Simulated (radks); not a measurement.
Results of a calculation; reference values are marked as such.
Question: Species: the zirconium ion Zr3+. Configuration: [Kr] 4d1 (the NIST ground configuration). Code: a radial shooting solver on a logarithmic mesh with Libxc functionals. Model: Dirac Kohn-Sham, exchange-only PBE, spin-unpolarised, spherical densities, finite nucleus; open shells are shared between the two j in proportion to 2j + 1; Fermi nuclear charge, rms radius 4.2694 fm.

Spin-orbit splittings of the eigenvalues, e(l+1/2) - e(l-1/2), with zeta = 2 splitting/(2l+1) and mean radii in bohr:

| shell | occ. | splitting (eV) | zeta (eV) | <r> j=l-1/2 | <r> j=l+1/2 |
|---|---|---|---|---|---|
| 2p | 6 | ? | ? | 0.1387 | 0.1430 |
| 3p | 6 | 13.68 | 9.117 | 0.4550 | 0.4655 |
| 3d | 10 | 2.499 | 0.9997 | 0.4504 | 0.4540 |
| 4p | 6 | 1.843 | 1.229 | 1.325 | 1.354 |
| 4d | 1 | 0.1809 | 0.07236 | 1.863 | 1.876 |
| 5p | 0 | 0.3062 | 0.2041 | 3.372 | 3.421 |

Estimate the 2p splitting.

Answer: 85.88 eV (zeta = 57.25 eV).
